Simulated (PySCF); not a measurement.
These are PBE-D3(BJ)/def2-TZVP // PBE-D3(BJ)/def2-SVP in PySCF values and carry that method's errors. All species are isolated molecules in the gas phase. One relaxed conformer stands for a flexible species; it need not be the lowest. 

Reference species: [Zn(NH2)2] (neutral, multiplicity 1).

```yaml
HOMO: -5.53 eV
charge on the central atom (meta-Löwdin): 1.07 e
```

Changed species: [Zn(Cl)2] (0 of 2 Cl replaced by NH2; the reference has 2 of 2 Cl replaced by NH2).

### Question
What does the change do to the HOMO and charge on the central atom (meta-Löwdin)?

### Answer
the HOMO drops by 2.21 eV, to -7.74 eV; the charge on the central atom (meta-Löwdin) increases by 0.12 e, to 1.19 e.
